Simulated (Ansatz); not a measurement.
The cluster Ge₃O₃⁺. The state is a doublet with charge 1. Geometry r2SCAN-D4/def2-SVP, that of the neutral singlet; atoms count from 1.

Cartesian coordinates in Å:
```
Ge -0.6939 -1.5965 -0.8777
Ge -1.2308 1.3296 0.7198
Ge 1.9246 0.2673 0.1573
O 0.5715 1.3094 0.7332
O -1.5852 -0.2177 -0.1338
O 1.0139 -1.0921 -0.5989
```

The structure comes from a short search, and lower isomers may exist.

Q: Estimate the Mulliken populations from the PBE0/def2-TZVP orbitals of Ansatz.

A: 
| atom | charge (e) | spin (α − β) |
| --- | --- | --- |
| Ge1 | 0.77 | 0.14 |
| Ge2 | 0.90 | 0.37 |
| Ge3 | 0.77 | 0.14 |
| O4 | -0.46 | 0.17 |
| O5 | -0.46 | 0.16 |
| O6 | -0.51 | 0.03 |
Mulliken values and Mayer orders depend strongly on the basis.

Q: Where does the spin sit?

A: Summed by element: Ge 0.64, O 0.36, of 1 unpaired in all. Largest on single atoms: Ge2 0.37, O4 0.17, O5 0.16.

Q: And the Mayer bond orders between bonded heavy atoms (over 0.3)?

A: Ge1–O5 0.85 (1.80 Å); Ge1–O6 1.00 (1.80 Å); Ge2–O4 1.07 (1.80 Å); Ge2–O5 1.07 (1.80 Å); Ge3–O4 0.85 (1.80 Å); Ge3–O6 1.01 (1.80 Å).
